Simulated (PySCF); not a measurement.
C₄H₉ClSi. Atoms are numbered in the order given.

```xyz
15

Si     1.6545     1.3401    -1.6212
C      0.9351    -0.0920    -0.6133
C     -0.5784    -0.1477    -0.6538
C     -1.4149     0.7654     0.2190
C     -1.3947    -0.7112     0.4815
Cl    -0.5974    -1.3376     1.9413
H      1.2041     1.2521    -3.0429
H      1.1978     2.6472    -1.0637
H      3.1464     1.2985    -1.5896
H      1.3568    -1.0414    -0.9877
H      1.2824     0.0037     0.4281
H     -0.9930    -0.3690    -1.6446
H     -0.8740     1.3964     0.9301
H     -2.3320     1.2096    -0.1782
H     -2.2792    -1.3061     0.2440
```
Charge 0, spin multiplicity 1.

Geometry optimised at B3LYP-D3(BJ)/def2-SVP. The structure was generated by enumeration; whether it is a known compound was not checked. Other conformers were not sampled.

Method: SMD-B3LYP/6-31G* in PySCF.

Solvation free energies are E(SMD) − E(gas) at the gas-phase geometry, for 1 M in both phases. In vacuum the dipole moment is 1.51 D.

Task: Estimate the solvation free energies in water, diethylether, methanol. (The exact figures need the calculation; the answer reports its results.)

Result: 
```tsv
solvent	ΔG(solv) (kcal/mol)	its non-electrostatic (CDS) part	dipole (D)
water	-0.1	3.3	2.03
diethylether	-5.3	-3.0	1.86
methanol	-5.2	-1.9	2.02
```
